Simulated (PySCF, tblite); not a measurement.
Isomers of C6H8NO (doublet state), one GFN2-xTB conformer each. Single-point energies are computed at B3LYP/pcH-1 (PySCF, gas phase, no added dispersion term), electronic only. GFN2-xTB treats the open shell by occupation alone, and not every SCF solution was tested for stability.

**Question.** Rank them by B3LYP/pcH-1 energy, lowest first (kJ/mol).
A. `[NH2:1][C:2](=[O:3])[C:4]12[CH2:5][C:6]([CH2:7]1)[CH2:8]2` (doublet state) with H–N1–C2–O3 0° and 180°, N1–C2–C4–C5 122°
B. `[CH:1]=[C:2]=[CH:3][CH2:4][C:5](=[O:6])[NH:7][CH3:8]` (doublet state) with C2–C3–C4–C5 -84°, C3–C4–C5–O6 -117°, C4–C5–N7–C8 -177°
C. `[CH:1]1=[C:2]([CH:3]2[CH2:4][CH2:5]2)[O:6][CH2:7][N:8]1` (doublet state) with C1–C2–C3–C4 -35°

**Answer.** C (0.0), B (0.5), A (124.6).

As drawn, the lowest has a three-membered ring, which the highest lacks; the highest has a four-membered ring, an N–H bond and a quaternary carbon, which the lowest lacks. Neighbours under 21 kJ/mol apart (C1=C(C2CC2)OC[N]1 and [CH]=C=CCC(=O)NC) can change places with a better method, another conformer or zero-point energy. GFN2-xTB itself gives, in the same order: 0.0, 135.8, 200.7. Both levels put the same isomer lowest; measured from each level's own lowest isomer, the values differ by up to 135.3 kJ/mol ([CH]=C=CCC(=O)NC: 135.8 against 0.5).

**Question.** What happens when harmonic zero-point energies from GFN2-xTB frequencies are added?

**Answer.** 
| SMILES | ZPE (kJ/mol) | electronic (kJ/mol) | with ZPE (kJ/mol) |
| --- | --- | --- | --- |
| C1=C(C2CC2)OC[N]1 | 335.5 | 0.0 | 12.9 |
| [CH]=C=CCC(=O)NC | 322.0 | 0.5 | 0.0 |
| NC(=O)C12C[C](C1)C2 | 335.4 | 124.6 | 137.4 |

The zero-point energies span 13.5 kJ/mol. [CH]=C=CCC(=O)NC becomes the lowest.
